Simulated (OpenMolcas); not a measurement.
# C3H10OSi (trimethylsilanol): the dipole moment, rung by rung

C3H10OSi: 15 atoms, total charge 0, spin state singlet. As SMILES, `C[Si](C)(C)O`. Geometry: relaxed at PBE0-D4/def2-TZVP. This is one conformer, not always the lowest.

| atom | x (Å) | y (Å) | z (Å) |
| --- | --- | --- | --- |
| C | -1.7599 | 0.1911 | 0.0715 |
| Si | 0.0899 | 0.2010 | -0.2047 |
| C | 0.9599 | 0.3703 | 1.4423 |
| C | 0.6393 | -1.3395 | -1.0932 |
| O | 0.5162 | 1.4481 | -1.2134 |
| H | -2.0960 | 1.1060 | 0.5683 |
| H | -2.0575 | -0.6517 | 0.7020 |
| H | -2.2967 | 0.1078 | -0.8769 |
| H | 0.6646 | 1.2881 | 1.9593 |
| H | 2.0448 | 0.3934 | 1.3113 |
| H | 0.7182 | -0.4687 | 2.1013 |
| H | 0.4051 | -2.2344 | -0.5106 |
| H | 1.7177 | -1.3227 | -1.2689 |
| H | 0.1422 | -1.4270 | -2.0624 |
| H | 0.3121 | 2.3381 | -0.9259 |

Each level gives the dipole moment (D). The values are calculated.

```
                              level             kind     program  value (D)  CPU time
    HF/6-31G* (spherical functions)     Hartree–Fock  OpenMolcas       1.56      20 s
 SVWN5/6-31G* (spherical functions)              LDA  OpenMolcas       1.42      91 s
revPBE/6-31G* (spherical functions)              GGA  OpenMolcas       1.34     2 min
  TPSS/6-31G* (spherical functions)         meta-GGA  OpenMolcas       1.35   2.6 min
 B3LYP/6-31G* (spherical functions)    global hybrid  OpenMolcas       1.41     2 min
M06-2X/6-31G* (spherical functions)  hybrid meta-GGA  OpenMolcas       1.45   2.1 min
```

The values span 1.34 to 1.56 D. Magnitudes only. CPU times are rough (shared hosts, several kinds of processor): they show what a rung costs within a factor of a few.
